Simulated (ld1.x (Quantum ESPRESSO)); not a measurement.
Logarithmic derivatives: beryllium, PAW

* Element: beryllium
* Generator: ld1.x (Quantum ESPRESSO) 7.5
* Type: PAW
* Functional: LDA (PZ)
* Relativity: scalar-relativistic
* Frozen core: none
* Valence charge: 4
* Reference configuration: 1s2 2s0 2p0 (charge +2)
* Partial waves: 1s (bound): rcut 0.65, rcutus 0.75 bohr; 2s (bound, empty): rcut 0.65, rcutus 0.75 bohr; 2p (bound, empty): rcut 2.05, rcutus 2.40 bohr; 2p channel at -0.8 Ry: rcut 2.05, rcutus 2.40 bohr
* Local potential: all-electron potential smoothed inside 1.85 bohr (lloc = -1)
* Core correction: none
* Augmentation charge: BESSEL, radius 0.60 bohr

The phase is arctan(r·u′/u) with u = r·R(r), unwrapped; energies in Ry, scanned from -12 to 5 Ry. A pole is an energy at which the radial function vanishes at the test radius. The pseudo phase is shifted by a multiple of π to meet the all-electron one at the reference energy, and phase errors are pseudo minus all-electron; the curves can meet again beyond the range given. Levels narrower than the energy grid can be missing from the lists of poles.

```tsv
channel	radius (bohr)	reference energy (Ry)	poles, all-electron	poles, pseudo	unbroken range about the reference energy with phases within 0.05 rad	phase error 1 Ry above the reference energy (rad)
s	2.60	-1.50	-0.69	-0.69	the whole range	+0.000
p	2.60	-1.24	-0.65, 4.27	-0.65, 3.47	below 2.9	+0.000
```

Phases in the s channel:

```
E (Ry)  all-electron  pseudo
-12.00         1.452   1.452
-11.52         1.449   1.449
-11.04         1.446   1.446
-10.56         1.442   1.442
-10.08         1.439   1.439
 -9.60         1.438   1.438
 -9.12         1.431   1.431
 -8.64         1.426   1.426
 -8.16         1.421   1.421
 -7.68         1.415   1.415
 -7.20         1.408   1.408
 -6.72         1.400   1.400
 -6.24         1.391   1.391
 -5.76         1.381   1.381
 -5.28         1.368   1.368
 -4.80         1.352   1.352
 -4.32         1.331   1.331
 -3.84         1.304   1.304
 -3.36         1.262   1.263
 -2.88         1.193   1.193
 -2.40         1.045   1.045
 -1.92         0.501   0.501
 -1.44        -1.035  -1.035
 -0.96        -1.475  -1.475
 -0.48        -1.623  -1.623
  0.00        -1.717  -1.717
  0.48        -1.810  -1.809
  0.96        -1.942  -1.939
  1.44        -2.209  -2.199
  1.92        -2.975  -2.937
  2.40        -3.981  -3.954
  2.88        -4.351  -4.338
  3.36        -4.500  -4.493
  3.84        -4.581  -4.575
  4.32        -4.633  -4.628
  4.80        -4.672  -4.667
```
